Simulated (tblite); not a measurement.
C₅H₁₃NSi₃.
Atom-mapped SMILES: `[CH3:1][C@@H:2]([SiH3:3])[Si@@H:4]1[CH2:5][SiH2:6][C@@H:7]1[C:8]#[N:9]` (hydrogens: H10, H11, H12 on C1; H13 on C2; H14, H15, H16 on Si3; H17 on Si4; H18, H19 on C5; H20, H21 on Si6; H22 on C7)

Computed with GFN2-xTB (tblite), gas phase: L-BFGS steps from a force-field or distance-geometry start until the largest atomic force falls under 0.01 eV/Å.

Geometry at step 13:
```
atom  x, y, z in Å
C1     -2.1563    0.4233    1.5257
C2     -1.3799   -0.5512    0.6483
Si3    -2.1095   -0.5138   -1.1194
Si4     0.4433   -0.0517    0.7849
C5      1.0715    1.4577   -0.2151
Si6     2.8109    0.6716   -0.2597
C7      1.9347   -1.0261   -0.0022
C8      1.6102   -1.5491   -1.2708
N9      1.3505   -1.9657   -2.3099
H10    -3.2181    0.2075    1.5191
H11    -1.7941    0.4036    2.5483
H12    -2.0275    1.4267    1.1406
H13    -1.5144   -1.5606    1.0411
H14    -2.2317    0.9016   -1.4472
H15    -1.2914   -1.1731   -2.1222
H16    -3.4476   -1.0925   -1.0448
H17     0.8037    0.1076    2.2076
H18     0.9370    2.4461    0.2149
H19     0.6118    1.4580   -1.2023
H20     3.6592    0.8304   -1.4277
H21     3.5121    0.9662    0.9865
H22     2.4151   -1.7970    0.6009
```

Question: Give the atomic forces at this geometry.

Answer: 
```
atom  Fx (eV/Å)  Fy (eV/Å)  Fz (eV/Å)
  C1      0.000      0.007     -0.037
  C2      0.138     -0.079     -0.188
 Si3      0.113      0.017      0.020
 Si4     -0.033     -0.158     -0.026
  C5     -0.101     -0.102      0.078
 Si6      0.044      0.141      0.061
  C7     -0.169      0.048     -0.010
  C8     -0.010     -0.250      0.021
  N9      0.000      0.064      0.032
 H10     -0.154     -0.102      0.069
 H11     -0.049     -0.008      0.134
 H12     -0.002      0.229      0.031
 H13      0.071     -0.034      0.056
 H14     -0.058      0.204     -0.112
 H15      0.035     -0.100      0.035
 H16     -0.114     -0.068     -0.022
 H17     -0.010     -0.028      0.038
 H18      0.112     -0.047     -0.048
 H19      0.060      0.084      0.000
 H20      0.016     -0.008     -0.101
 H21      0.139      0.045      0.022
 H22     -0.029      0.147     -0.055
```

The largest, 0.25 eV/Å, acts on C8 (C2 within 3 % of it); the rms over all components is 0.091 eV/Å. The forces sum to zero within rounding, as they must for an isolated molecule in no field.

Question: Give the force on C8 in Eh/bohr and in nN.

Answer: 0.251 eV/Å ÷ 51.422 = 0.00488 Eh/bohr, and 0.251 eV/Å × 1.602 = 0.40 nN.

Question: How far is this geometry from the end of the optimisation?

Answer: 0.205 eV above it, and 0.854 Å rms away after alignment. The bonds farthest from their final lengths, with half the difference of the two atoms' forces along the bond (positive lengthens):

```
   bond  now (Å)  final (Å)  force along bond (eV/Å)
Si3–H14    1.458      1.469                    +0.11
Si6–H20    1.452      1.460                    +0.05
Si3–H16    1.460      1.467                    +0.12
 C5–Si6    1.909      1.915                    +0.02
 Si6–C7    1.928      1.934                    +0.08
  C1–C2    1.524      1.530                    +0.11
```

The angle farthest from its final value is C2–Si4–C7, 125.1° against 114.8°.

What follows is the cost of the whole relaxation. On an Arm Neoverse N1 with one thread, no GPU, shared host with 64 logical CPUs at a one-minute load of 57, this took 3.3 s of wall time.
